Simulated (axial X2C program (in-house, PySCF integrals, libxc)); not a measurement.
## Spin–orbit effects down a group: molecules with Y (ions), HF

All values come from calculations with an in-house all-electron X2C program for linear molecules (integrals from PySCF), spin-free (one-electron X2C) or two-component (2c: spin–orbit coupling with atomic mean-field Coulomb and Gaunt terms, which also bring small scalar terms), in Dyall basis sets with cores contracted in-house; open shells are unrestricted.

Basis sets: O dyall-av3z, S dyall-av3z, Se dyall-cv3z, Y dyall-cv3z.

| molecule | spin-free state | Re (Å) | ωe (cm⁻¹) | De (eV) | 2c state | Re 2c (Å) | ωe 2c (cm⁻¹) | De 2c (eV) |
| --- | --- | --- | --- | --- | --- | --- | --- | --- |
| YO⁺ | M_S = 0, Λ = 0 | 1.714 | 999.1 | n/a | Ω = 0 | 1.714 | 999.3 | n/a |
| YS⁺ | M_S = 0, Λ = 0 | 2.222 | 568.6 | n/a | Ω = 0 | 2.222 | 568.6 | n/a |
| YSe⁺ | M_S = 0, Λ = 0 | 2.356 | 396.3 | n/a | Ω = 0 | 2.357 | 395.4 | n/a |

Work out the shifts from the spin-free to the two-component result.



```tsv
molecule	2c state	ΔRe (Å)	Δωe (cm⁻¹)	ΔDe (eV)
YO⁺	Ω = 0	0.000	0.2	n/a
YS⁺	Ω = 0	0.000	0.0	n/a
YSe⁺	Ω = 0	0.001	-0.9	n/a
```

Shifts of one unit in the last digit are rounding.

Fragments in 2c: Y+ + O, Y+ + S, Y+ + Se. Each entry is the lowest single determinant of a limited PBE0 search at one distance. De goes to single-determinant-based atoms at the same level (for ions the charge split of lowest energy) and is withheld (n/a) where an atom does not fit its ground term or J level. Main or longest-lived isotopes.
